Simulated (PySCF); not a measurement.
Al(Cl)2(GeH3) (AlCl2GeH3), SMILES [Cl][Al]([Cl])[GeH3].

The structure is a stationary point at PBE0-D3(BJ)/def2-SVP. The structure was generated by enumeration; whether it is a known compound was not checked.

All values below come from TDA-PBE0/def2-SVPD in PySCF.

Vertical excitations. The molecule is in vacuum.

Computed lowest excited states:
| state | energy (eV) | λ (nm) | f | main pairs |
|---|---|---|---|---|
| S1 | 5.41 | 229 | 0.032 | HOMO→LUMO 97 % |
| S2 | 6.10 | 203 | 0.000 | HOMO−1→LUMO 99 % |
| S3 | 6.42 | 193 | 0.317 | HOMO→LUMO+1 90 % |
| S4 | 6.65 | 186 | 0.020 | HOMO−2→LUMO 87 % |
| S5 | 6.90 | 180 | 0.002 | HOMO−4→LUMO 53 %, HOMO−1→LUMO+1 21 %, HOMO−6→LUMO 12 %, HOMO→LUMO+2 11 % |
| S6 | 6.93 | 179 | 0.017 | HOMO−6→LUMO 60 %, HOMO−1→LUMO+1 14 %, HOMO−5→LUMO 11 % |
| S7 | 6.99 | 177 | 0.003 | HOMO−4→LUMO 41 %, HOMO−1→LUMO+1 40 %, HOMO−6→LUMO 8 % |
| S8 | 7.06 | 176 | 0.190 | HOMO−3→LUMO 76 % |
| S9 | 7.20 | 172 | 0.000 | HOMO−2→LUMO+1 97 % |
| S10 | 7.27 | 171 | 0.057 | HOMO−5→LUMO 45 %, HOMO→LUMO+2 23 %, HOMO−6→LUMO 10 %, HOMO−1→LUMO+1 9 % |
| T1 | 4.48 | 277 | 0 | HOMO→LUMO 97 % |
| T2 | 5.52 | 225 | 0 | HOMO→LUMO+1 94 % |
| T3 | 5.99 | 207 | 0 | HOMO−1→LUMO 98 % |
| T4 | 6.10 | 203 | 0 | HOMO−2→LUMO 92 % |
Triplets are in the Tamm–Dancoff approximation.
